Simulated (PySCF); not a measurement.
Be(SiH3)2 (BeH6Si2), SMILES [SiH3][Be][SiH3]. Heavy atoms are numbered as in [Be:1]([SiH3:2])[SiH3:6]. Hydrogens are named by the atom that carries them.

Coordinates come from a PBE0-D3(BJ)/def2-TZVP optimisation.

These are HF/pcSseg-1 (PySCF) values and carry that method's errors.

GIAO shieldings, no solvent; atoms alike by connectivity are averaged. δ = σ(ref) − σ: ²⁹Si against TMS (σ = 393.8 ppm); ¹H against TMS (σ = 31.99 ppm), references at their B3LYP-D3(BJ)/def2-TZVP geometries, non-relativistic.

Computed chemical shifts:
```json
[
 {"nucleus": "²⁹Si", "atoms": "Si2 (SiH3)", "count": "2", "δ (ppm)": "-121.0"},
 {"nucleus": "¹H", "atoms": "H on Si2", "count": "6", "δ (ppm)": "2.95"}
]
```
